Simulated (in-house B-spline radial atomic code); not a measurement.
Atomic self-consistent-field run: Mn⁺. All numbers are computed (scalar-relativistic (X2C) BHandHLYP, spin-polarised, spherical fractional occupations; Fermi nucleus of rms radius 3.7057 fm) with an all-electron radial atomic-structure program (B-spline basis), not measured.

Command:
```bash
python run_scf.py task.json out
```
Settings (nuclear radius in fm, mass in u):
```
Z                25
configuration    [Ar] 3d5 4s1
hamiltonian      x2c
method           bhandhlyp
spin_polarised   True
nucleus          fermi
rms_radius       3.7057
atomic_mass      54.93804
speed_of_light   137.035999084
```

Output (hartree, bohr):
```
 radial grid: 82 intervals, B-splines of order 8, outer radius 60 bohr

 iter        energy (Eh)    residual
    1       -1148.119138    3.68e-01
    2       -1153.037166    4.66e-01
    3       -1157.929051    8.94e-02
    4       -1158.267644    3.22e-02
    5       -1158.284725    1.24e-02
    6       -1158.287000    5.90e-03
    7       -1158.288026    4.79e-04
    8       -1158.288032    1.13e-04
    9       -1158.288032    1.45e-05
   10       -1158.288032    1.68e-06
   11       -1158.288032    1.38e-07

 total energy                     -1158.28803
 kinetic                            1173.0138
 electron-nucleus                  -2760.9238
 Hartree                             482.0784
 exact exchange                      -25.6740
 exchange-correlation                -26.7824

 orbital      occ     eigenvalue          <r>       <r^2>       <1/r>       r_max
 1s up      1.000      -239.6272    0.0605796  0.00494835     25.2451     0.03954
 1s down    1.000      -239.6246    0.0605794  0.00494826     25.2451     0.03954
 2s up      1.000       -28.7613     0.278731    0.091837     5.36206      0.2322
 2s down    1.000       -28.6583     0.278058   0.0913352     5.37443      0.2319
 2p up      3.000       -24.3515     0.247122   0.0751298     5.20335      0.1884
 2p down    3.000       -24.2589     0.246198   0.0744691      5.2172      0.1881
 3s up      1.000        -3.9492     0.850521    0.834384     1.66521      0.7359
 3s down    1.000        -3.6573     0.855762    0.845671      1.6517      0.7367
 3p up      3.000        -2.7000     0.904503    0.964055     1.51844      0.7536
 3p down    3.000        -2.3737     0.913919    0.986022     1.50006      0.7552
 3d up      5.000        -0.7629      1.14334     1.68992     1.16246      0.7641
 4s up      1.000        -0.5074      2.79719     8.92077     0.46181       2.378

 Slater integrals (Eh)
   F0(3d up,3d up)               0.813244
   F2(3d up,3d up)               0.372752
   F4(3d up,3d up)               0.231230
   F0(3d up,4s up)               0.404296
   G2(3d up,4s up)               0.051495
   F0(4s up,4s up)               0.322477
```

Run time, properties included: 0.41 s on 1 thread of Arm Neoverse V2, on a shared host.
